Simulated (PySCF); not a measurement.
Löwdin shares of the frontier orbitals

Species: C₅H₁₃ClGe.
Geometry (PBE0-D3(BJ)/def2-SVP, Å), atoms numbered from 1 in this order:
```
atom  x, y, z in Å
C1    -0.8496   -2.3396    1.4190
C2    -0.2836   -1.0527    0.8172
C3    -0.7099    0.1535    1.6541
C4    -0.7690   -0.8945   -0.6243
Ge5    1.6967   -1.1444    0.7920
C6     2.4661   -0.6376    2.5353
Cl7    1.8236   -1.6450    3.8710
H8    -0.5596   -3.2257    0.8323
H9    -0.5056   -2.4925    2.4526
H10   -1.9535   -2.2968    1.4314
H11   -1.8097    0.2563    1.6407
H12   -0.2901    1.0965    1.2665
H13   -0.4018    0.0454    2.7058
H14   -0.4041    0.0381   -1.0829
H15   -0.4452   -1.7326   -1.2630
H16   -1.8732   -0.8700   -0.6526
H17    2.2598   -0.1334   -0.2358
H18    2.1822   -2.5629    0.4303
H19    2.2308    0.4098    2.7703
H20    3.5590   -0.7508    2.5323
```

Method: PySCF 2.14.0, density-fitted response routines, TDDFT CAM-B3LYP/def2-SVPD, vertical, gas phase, core orbitals frozen in the response. The CAM-B3LYP/def2-SVPD calculation is non-relativistic and has no spin–orbit coupling, an omission that weighs most on germanium.

Kohn–Sham orbitals with the atoms that hold most of them (Löwdin shares over 4%, at most four atoms; ? is withheld):

```csv
orbital,ε (eV),atoms
HOMO-3,-10.66,"Ge5 32%, H18 22%, H17 18%, C2 7%"
HOMO-2,-9.96,"Cl7 74%, C6 12%"
HOMO-1,-9.42,"Cl7 37%, Ge5 17%, C6 10%, C2 10%"
HOMO,-8.93,?
LUMO,?,?
LUMO+1,1.10,"Cl7 28%, Ge5 16%, C6 9%, H17 7%"
LUMO+2,1.59,"Cl7 26%, C6 13%, Ge5 12%, C4 8%"
```

Problem. Give the leading atoms of the HOMO.

Solution. C2 (bonded to 3 C and Ge) 22%; Cl7 (bonded to C) 17%; Ge5 (bonded to 2 C and 2 H) 17%; C6 (bonded to Cl, Ge and 2 H) 13%. By element: carbon 34% or more, chlorine 17%, germanium 17%.

Problem. Which atoms hold the LUMO, and with what shares?

Solution. Ge5 (bonded to 2 C and 2 H) 26%; Cl7 (bonded to C) 19%; C6 (bonded to Cl, Ge and 2 H) 11%; H20 (bonded to C) 9%.

Problem. What is the LUMO energy, and the HOMO–LUMO gap?

Solution. ε(LUMO) = 1.00 eV; the gap is 9.94 eV (0.3652 hartree).

Problem. The HOMO–LUMO gap is 9.94 eV. Where does the response calculation put the lowest singlet, and from which orbitals?

Solution. S1 is at 6.65 eV (f = 0.021), 3.29 eV below the gap, made of HOMO→LUMO (25%), HOMO→LUMO+1 (24%), HOMO-1→LUMO+1 (16%). 

Next come S2 at 7.21 eV (f 0.0019), HOMO-2→LUMO+1 (34%), HOMO-2→LUMO (26%); S3 at 7.27 eV (f 0.013), HOMO→LUMO (46%), HOMO→LUMO+1 (24%), HOMO→LUMO+2 (11%); S4 at 7.51 eV (f 0.0033), HOMO→LUMO+1 (38%), HOMO-1→LUMO+1 (22%), HOMO→LUMO+2 (19%); S5 at 7.62 eV (f 0.063), HOMO-1→LUMO (58%), HOMO→LUMO+2 (9%).

One conformer stands for the species.
